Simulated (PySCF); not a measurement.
C2H3O2, SMILES [CH2]OC=O, multiplicity 2. Atoms are numbered in the order given.

```xyz
7

C     -0.4468    -1.3942     0.0000
O      0.6462    -0.5769     0.0000
C      0.4502     0.7702     0.0000
O     -0.6224     1.3112     0.0000
H     -1.4376    -0.9424     0.0000
H     -0.2106    -2.4548     0.0000
H      1.4379     1.2669     0.0000
```
Charge 0, spin multiplicity 2.

Geometry optimised at TPSSh-D3(BJ)/def2-SVP. The geometry has at least one imaginary mode, so it is a saddle point at that level. The isomer is the one that the SMILES or the coordinates give; other isomers of the formula were not compared. Other conformers were not sampled.

Computed with TDA-ωB97X/def2-SVPD (PySCF 2.14.0).

Vertical excitations. 

Computed UV-visible absorptions:
| state | energy (eV) | λ (nm) | f | main pairs |
|---|---|---|---|---|
| root 1 | 4.86 | 255 | 0.061 | α HOMO→LUMO 90 % |
| root 2 | 4.95 | 251 | 0.000 | α HOMO−1→LUMO 7 %, β HOMO→LUMO 66 %, β HOMO→LUMO+1 25 % |
| root 3 | 5.85 | 212 | 0.002 | α HOMO−1→LUMO 90 %, β HOMO→LUMO 7 % |
| root 4 | 6.08 | 204 | 0.020 | α HOMO→LUMO+1 74 %, α HOMO→LUMO+2 20 % |
| root 5 | 6.45 | 192 | 0.061 | α HOMO−2→LUMO 19 %, α HOMO→LUMO 6 %, β HOMO−1→LUMO 53 %, β HOMO−1→LUMO+1 12 % |
| root 6 | 6.55 | 189 | 0.000 | β HOMO−2→LUMO 88 % |
| root 7 | 6.75 | 184 | 0.000 | α HOMO→LUMO+4 42 %, α HOMO→LUMO+2 23 %, α HOMO→LUMO+3 21 % |
| root 8 | 7.52 | 165 | 0.000 | β HOMO→LUMO+1 65 %, β HOMO→LUMO 23 % |
| root 9 | 7.59 | 163 | 0.008 | α HOMO→LUMO+4 36 %, α HOMO→LUMO+3 23 %, α HOMO→LUMO+6 14 %, α HOMO→LUMO+2 13 % |
| root 10 | 7.61 | 163 | 0.038 | α HOMO−2→LUMO 27 %, α HOMO→LUMO+5 7 %, β HOMO−1→LUMO 31 %, β HOMO−1→LUMO+1 17 %, β HOMO−4→LUMO 13 % |
Unrestricted roots are not spin-pure.
